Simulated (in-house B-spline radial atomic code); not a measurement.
A fraction x of an electron is added to 4d in Tc, starting from [Kr] 4d5 5s2 and keeping the highest spin. All numbers are computed (scalar-relativistic (X2C) TPSS, spin-polarised, spherical fractional occupations; Fermi nucleus of rms radius 4.41117 fm) with a radial B-spline atomic code at the basis-set limit, not measured.

```json
{"x": "0", "E(x) - E(0) (eV)": "0.0000", "4d down level (eV)": "-"}
{"x": "0.1", "E(x) - E(0) (eV)": "-0.3927", "4d down level (eV)": "-3.517"}
{"x": "0.2", "E(x) - E(0) (eV)": "?", "4d down level (eV)": "?"}
{"x": "0.3", "E(x) - E(0) (eV)": "-0.9374", "4d down level (eV)": "-1.948"}
{"x": "0.4", "E(x) - E(0) (eV)": "?", "4d down level (eV)": "?"}
{"x": "0.5", "E(x) - E(0) (eV)": "-1.1794", "4d down level (eV)": "-0.494"}
```

Q: What belongs in the row x = 0.2?

A: An energy change of -0.7043 eV; 4d down at -2.719 eV.

Q: What belongs in the row x = 0.4?

A: An energy change of -1.0948 eV; 4d down at -1.205 eV.

Q: Up to what added charge does this functional bind the extra electron?

A: The highest level rises by about 7.1 eV per electron near x = 0.5 and would reach zero near x = 0.57, so a whole extra electron isn't bound at the basis-set limit.
